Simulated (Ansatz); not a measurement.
```yaml
crystal:
  periodic: [false, false, false]
  atoms:
    - {symbol: B, position_ang: [-1.353150, 3.450725, -0.279652]}
    - {symbol: Ga, position_ang: [1.222260, 1.871672, 2.161744]}
    - {symbol: Al, position_ang: [2.855177, -2.636489, 2.261858]}
    - {symbol: Si, position_ang: [-1.623685, 0.008872, -1.818856]}
    - {symbol: H, position_ang: [-0.309048, 4.935441, -1.654648]}
    - {symbol: H, position_ang: [-3.261963, 4.103691, 0.768706]}
    - {symbol: H, position_ang: [5.292573, -3.305690, 0.643621]}
    - {symbol: H, position_ang: [1.470952, -4.636729, 4.019202]}
    - {symbol: H, position_ang: [-3.917463, -1.553818, -1.385278]}
    - {symbol: H, position_ang: [-0.556207, -0.499321, -4.367107]}
    - {symbol: H, position_ang: [0.304331, -1.846444, -0.310845]}
basis:
  gaussian: {orbitals: def2-mTZVPP}
total_charge: 1
magnetization: {spin_polarized: true, initial_magnetization: 1}
hamiltonian: {xc: {name: r2SCAN50}}
scf: {lower_state_search: full}
output: {forces: true}
```

```sh
$ ansatz run in.yaml --threads 4 --pin off --events-out ev --progress --plain --max-ram 10444MiB
```

It prints (some lines left out):

```
Functional definition: r2SCAN50
1280 factors; integrals over basis functions are off by at most 4.2e-4 eV
mean field evaluation 1: about -67588.6223 eV, gradient 1.3e1 eV
mean field evaluation 2: about -67588.6294 eV, gradient 1.3e1 eV
mean field evaluation 4: about -67549.2153 eV, gradient 3.8e1 eV
mean field evaluation 8: about -67601.6324 eV, gradient 5.5e0 eV
mean field evaluation 16: about -67605.2280 eV, gradient 1.4e-3 eV
mean field -67605.28036931 eV, -2484.4482290671 hartree, gradient 3.9e-6 eV, S^2 4.573988; 12 other end points of the search recorded, 0 dependent functions left out
reference -67605.28038556 eV, -2484.4482296643 hartree; 35, 34 occupied and 104, 105 virtual orbitals, 1280 factors
Total energy: -67605.28038556 eV, -2484.4482296643 hartree
Atom 0 at    -1.353150     3.450725    -0.279652 Å, force    -0.516618     1.363602    -0.131242 eV/Å
Atom 1 at     1.222260     1.871672     2.161744 Å, force     0.012217    -0.308281    -0.183104 eV/Å
Atom 2 at     2.855177    -2.636489     2.261858 Å, force    -0.262857    -0.113985     0.164685 eV/Å
Atom 3 at    -1.623685     0.008872    -1.818856 Å, force    -0.076671    -0.901982    -0.403986 eV/Å
Atom 4 at    -0.309048     4.935441    -1.654648 Å, force    -0.592498    -0.964895     0.828590 eV/Å
Atom 5 at    -3.261963     4.103691     0.768706 Å, force     1.182869    -0.474189    -0.631252 eV/Å
Atom 6 at     5.292573    -3.305690     0.643621 Å, force    -0.188946     0.069691     0.119798 eV/Å
Atom 7 at     1.470952    -4.636729     4.019202 Å, force     0.271022     0.307945    -0.313353 eV/Å
Atom 8 at    -3.917463    -1.553818    -1.385278 Å, force     0.643070     0.486557    -0.118601 eV/Å
Atom 9 at    -0.556207    -0.499321    -4.367107 Å, force    -0.312372     0.185676     0.730015 eV/Å
Atom 10 at     0.304331    -1.846444    -0.310845 Å, force    -0.159215     0.349861    -0.061549 eV/Å
Dipole moment:     1.211627    -0.636270     1.004923 e Å
```

Problem. Something in this input is off. What?

Solution. The coordinates are in bohr but typed as ångström. Self-consistency was reached. The result belongs to that input, not to the molecule as meant.
